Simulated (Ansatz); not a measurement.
`[OH][AlH][Zn][F]` + HCl → `[OH][AlH][Cl]` + `[F][ZnH]` at 500 K and 1 bar (cleavage of the Al–Zn bond).

Program: Ansatz. Geometries: PBE0-D4/def2-TZVP. ΔE: electronic, gas phase. CBS: MP2 limit from def2 TZ/QZ plus the TZ coupled-cluster correction, frozen cores. This one scheme is used for every species. For Zn outer-core shells are correlated without core-valence functions, which leaves a few kJ/mol of doubt a bond. Scalar relativity is left out up to krypton. One conformer a species, not always the lowest.

```csv
species,CCSD(T)/CBS energy (Eh),H − E (kJ/mol),S (J/(mol·K))
`[OH][AlH][Zn][F]`,-2196.65987,99.9,392.2
HCl,-460.38127,32.5,201.9
`[OH][AlH][Cl]`,-778.29577,87.7,327.6
`[F][ZnH]`,-1878.79355,41.6,257.8
```

H − E and S are ideal-gas, rigid-rotor, harmonic terms from PBE0-D4/def2-TZVP, for one conformer and one mirror image of each species. 1 Eh = 2625.50 kJ/mol, R = 8.31446 J/(mol·K).

By hand: ΔE, ΔH, ΔS and ΔG.

ΔE = (-778.29577) + (-1878.79355) − (-2196.65987) − (-460.38127) = -0.04818 Eh = -126.5 kJ/mol. Δ(H − E) = 87.7 + 41.6 − 99.9 − 32.5 = -3.1, so ΔH = -129.6 kJ/mol. ΔS = 327.6 + 257.8 − 392.2 − 201.9 = -8.7 J/(mol·K). ΔG = -129.6 − 500 × (-8.7)/1000 = -125.2 kJ/mol.

By hand: the equilibrium constant, and the temperature at which ΔG would vanish if ΔH and ΔS stayed fixed.

log₁₀ K = −ΔG/(RT ln 10) = 13.1. ΔG = 0 at ΔH/ΔS = 14897 K, far beyond where these terms or the molecules hold.

The number of gas molecules stays the same, so ΔS is small and ΔH decides. A doubt of 5 kJ/mol in ΔE shifts log₁₀ K by 0.5 here. Other conformers and mirror images would add mixing entropy, several J/(mol·K) or more a flexible species. These are equilibria of isolated gas molecules and say nothing of rates. Largest T1 diagnostic: 0.018 (customary marks: 0.02 for closed shells, 0.045 for open ones).
